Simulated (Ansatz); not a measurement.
GeH₄S, singlet: a saddle search.

in.yaml

```yaml
crystal:
  periodic: [false, false, false]
  atoms:
    - {symbol: Ge, position_ang: [-1.133357, 0.667025, -0.388329]}
    - {symbol: S, position_ang: [1.169998, 0.859489, 0.247220]}
    - {symbol: H, position_ang: [0.428069, -0.301555, -0.681466]}
    - {symbol: H, position_ang: [-0.378732, -0.709160, -1.180164]}
    - {symbol: H, position_ang: [-1.433714, -0.369291, 0.793758]}
    - {symbol: H, position_ang: [1.267354, -0.013608, 1.263692]}
basis:
  gaussian: {orbitals: def2-SVP}
hamiltonian: {xc: hf}
saddle:
  f_tol: 0.02
  max_steps: 40
  mode_guess:
    - [-0.2499, -0.1341, -0.1570]
    - [0.0162, -0.2913, -0.2258]
    - [0.5930, 0.3274, 0.4072]
    - [-0.3448, 0.1211, -0.0043]
    - [-0.0030, -0.0153, -0.0098]
    - [-0.0116, -0.0077, -0.0103]
```

Run by:

```bash
ansatz run in.yaml --threads 2 --pin off --events-out ev --progress --plain --max-ram 4352MiB
```

What Ansatz 0.2.0 printed:

```
Functional definition: HF
  name "HF"
  cite "Fock, Z. Phys. 61, 126 (1930) doi:10.1007/BF01340294"
  parent pbe
  exchange = exact_x
  correlation = 0
736 factors; integrals over basis functions are off by at most 2.8e-4 eV
mean field evaluation 1: about -67340.4432 eV, gradient 1.2e1 eV
mean field evaluation 2: about -67340.4663 eV, gradient 1.2e1 eV
mean field evaluation 4: about -67341.1680 eV, gradient 1.6e0 eV
mean field evaluation 8: about -67341.1801 eV, gradient 1.4e-4 eV
mean field -67341.18006410 eV, -2474.7427218644 hartree, gradient 1.9e-5 eV, S^2 0.000000; 0 other end points of the search recorded, 0 dependent functions left out
the calculation of the forces begins
reference -67341.18006410 eV, -2474.7427218644 hartree; 26, 26 occupied and 44, 44 virtual orbitals, 736 factors
these checks for a lower state are left out or cut short: stability, starts, cluster_reference, orbital_swaps, neighbouring_geometries, increment
736 factors; integrals over basis functions are off by at most 2.8e-4 eV
mean field evaluation 16: about -67341.1745 eV, gradient 4.4e-4 eV
mean field -67341.17453713 eV, -2474.7425187522 hartree, gradient 4.2e-6 eV, S^2 0.000000; 0 other end points of the search recorded, 0 dependent functions left out
the calculation of the forces begins
reference -67341.17453713 eV, -2474.7425187522 hartree; 26, 26 occupied and 44, 44 virtual orbitals, 736 factors
these checks for a lower state are left out or cut short: stability, starts, cluster_reference, orbital_swaps, neighbouring_geometries, increment
736 factors; integrals over basis functions are off by at most 2.9e-4 eV
mean field -67341.17359244 eV, -2474.7424840353 hartree, gradient 1.1e-6 eV, S^2 0.000000; 0 other end points of the search recorded, 0 dependent functions left out
the calculation of the forces begins
reference -67341.17359244 eV, -2474.7424840353 hartree; 26, 26 occupied and 44, 44 virtual orbitals, 736 factors
saddle step   1: F+E_penalty+E_count = -67341.18006410 eV  max|allowed force component| = 1.127e0 eV/Å  curvature = -14.5087 eV/Å²  mode residual = 8.38e-1 eV/Å²  Δτ_max = 0.0000 Å  (1 rotations, 3 force calls, 75 SCF iters)  cluster: 3 rotations left out, max|force component along them| = 7.297e-7 eV/Å
saddle step   2: F+E_penalty+E_count = -67341.21840021 eV  max|allowed force component| = 8.589e-1 eV/Å  curvature = -15.5241 eV/Å²  mode residual = 4.30e-1 eV/Å²  Δτ_max = 0.0543 Å  (1 rotations, 3 force calls, 74 SCF iters)  cluster: 3 rotations left out, max|force component along them| = 7.475e-7 eV/Å
saddle step   3: F+E_penalty+E_count = -67341.24646024 eV  max|allowed force component| = 5.267e-1 eV/Å  curvature = -14.7611 eV/Å²  mode residual = 3.25e-1 eV/Å²  Δτ_max = 0.0394 Å  (1 rotations, 3 force calls, 76 SCF iters)  cluster: 3 rotations left out, max|force component along them| = 9.637e-7 eV/Å
saddle step   4: F+E_penalty+E_count = -67341.26222531 eV  max|allowed force component| = 2.573e-1 eV/Å  curvature = -14.6513 eV/Å²  mode residual = 1.83e-1 eV/Å²  Δτ_max = 0.0207 Å  (1 rotations, 3 force calls, 78 SCF iters)  cluster: 3 rotations left out, max|force component along them| = 9.768e-7 eV/Å
saddle step   5: F+E_penalty+E_count = -67341.26655592 eV  max|allowed force component| = 1.232e-1 eV/Å  curvature = -14.2402 eV/Å²  mode residual = 3.23e-1 eV/Å²  Δτ_max = 0.0303 Å  (1 rotations, 3 force calls, 77 SCF iters)  cluster: 3 rotations left out, max|force component along them| = 1.000e-6 eV/Å
saddle step   6: F+E_penalty+E_count = -67341.26932142 eV  max|allowed force component| = 6.292e-2 eV/Å  curvature = -14.4993 eV/Å²  mode residual = 1.57e-1 eV/Å²  Δτ_max = 0.0309 Å  (1 rotations, 3 force calls, 78 SCF iters)  cluster: 3 rotations left out, max|force component along them| = 9.456e-7 eV/Å
saddle step   7: F+E_penalty+E_count = -67341.26985746 eV  max|allowed force component| = 1.909e-2 eV/Å  curvature = -14.4747 eV/Å²  mode residual = 3.98e-2 eV/Å²  Δτ_max = 0.0081 Å  (1 rotations, 6 force calls, 117 SCF iters)  cluster: 3 rotations left out, max|force component along them| = 9.191e-7 eV/Å
saddle search: the force at step 8 is within saddle.f_tol, and the search now checks the order of the point unasked, as it does wherever a lone molecule whose rigid rotations it leaves out would converge (saddle.isolated_cluster): at most 100 rotations across the mode and 202 force calls, two more next to a line or behind a second negative curvature, two more where it reads a positive, two for each turn that reads one and six more at each negative that it reads, and up to 22 at one that stands (24 where saddle.amplitude is under 0.005 Å), over each length that the point is read over (saddle.order_check: false declines the check)
saddle search: the rotation starts from a random direction (saddle.seed = 0)
saddle step   8: F+E_penalty+E_count = -67341.27043929 eV  max|allowed force component| = 7.540e-3 eV/Å  curvature = -14.4504 eV/Å² (error put at 0.0137; -14.4638 at half of saddle.amplitude)  mode residual = 2.37e-1 eV/Å²  Δτ_max = 0.0230 Å  (1 rotations, 34 force calls, 567 SCF iters)  order check (unasked): positive, curvature across the mode = +0.8536 eV/Å²; +0.7461 less its residual, +0.7454 less it at half of saddle.amplitude; error put at 0.0007 (24 force calls)  cluster: 3 rotations left out, max|force component along them| = 8.715e-7 eV/Å
Total energy: -67341.27043929 eV, -2474.7460430913 hartree
Atom 0 at    -1.205784     0.617001    -0.392390 Å, force    -0.007540    -0.004074     0.000220 eV/Å
Atom 1 at     1.252257     0.821066     0.244846 Å, force     0.007048    -0.006585     0.007301 eV/Å
Atom 2 at     0.445217    -0.291172    -0.717938 Å, force    -0.002337    -0.002924     0.000448 eV/Å
Atom 3 at    -0.384400    -0.679329    -1.215899 Å, force     0.002190     0.005416     0.002023 eV/Å
Atom 4 at    -1.445205    -0.355552     0.822229 Å, force     0.000040     0.001195    -0.003251 eV/Å
Atom 5 at     1.257534     0.020886     1.313863 Å, force     0.000600     0.006972    -0.006740 eV/Å
Dipole moment:    -0.127530    -0.231746     0.109551 e Å

[the SCF lines of later steps are left out]
```

The run took about 28 s on 2 CPU threads of an Arm Neoverse V1 (shared host).
